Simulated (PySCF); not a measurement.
## Calculated data, AlBClH$_{2}$O

Computed with PySCF 2.14.0. Calculation on a computer-drawn molecule: the log of a Hartree-Fock and frozen-core CCSD(T) single point meant for a local Hartree-Fock minimum, with one planted fault or none, to be diagnosed. Offsets are logged minus clean, where the clean run is the same molecule without the fault. The reference is restricted for singlets and unrestricted otherwise, and also for a bond in bohr or an excited solution. Adding or removing an electron swaps singlet and doublet. The excited solution moves the top pair (singlet) or top alpha electron (doublet) to the lowest empty orbital. Highest occupied and lowest empty are orbital energies over both spins, largest force is the largest gradient component, triples share is (T) over the correlation energy, the T1 limit is 0.02 restricted and 0.045 unrestricted, electrons count all cores, a negative frequency is imaginary (commonest isotopes), and the dipole is about the centre of nuclear charge.

```yaml
- formula: AlBClH2O
  logged_structure:
    atoms_angstrom:
      - [B, -0.7828, 1.0801, 1.5186]
      - [O, -0.7952, -0.0944, 1.2057]
      - [Al, -0.6969, -1.8871, 0.7649]
      - [Cl, 1.196, -2.5782, 1.1313]
      - [H, -0.7751, 2.2105, 1.8186]
      - [H, -2.0397, -2.4198, 0.2375]
  given:
    meant_charge: 1
    meant_multiplicity: 1
    meant_basis: "cc-pV(D+d)Z"
    logged_electrons: 44
    logged_basis_functions: 30
    logged_SCF_converged: "yes"
    logged_spin_squared: 0.0
    "logged_highest_occupied [eV]": -15.313
    "logged_lowest_empty [eV]": 0.54087
    "logged_largest_force [hartree/bohr]": 0.034881
    logged_T1_diagnostic: 0.021181
    logged_D1_diagnostic: 0.061374
    logged_triples_share: 0.057616
    logged_CC_converged: "yes"
    "logged_dipole_magnitude [debye]": 8.2378
    logged_SCF_stable_within_its_kind: "yes"
    "logged_energy_HF [hartree]": -792.99081
    "logged_energy_CCSD(T) [hartree]": -793.1514
    possible_faults: "no fault, one electron removed, one electron added, multiplicity raised by two, geometry at a saddle point, SCF held on an excited solution, minimal basis STO-3G, one bond length entered in bohr, all coordinates scaled"
    drawn_bonds_atom: [1, 2, 3, 1, 3]
    drawn_bonds_other_atom: [2, 3, 4, 5, 6]
    drawn_bonds_order: [1, 1, 1, 1, 1]
  results:
    planted_fault: "minimal basis STO-3G"
    "HF_energy_offset_from_clean_run [kcal/mol]": 5684
    "CCSD(T)_energy_offset_from_clean_run [kcal/mol]": 5884
  notes: ["T1 above single-reference limit"]
```
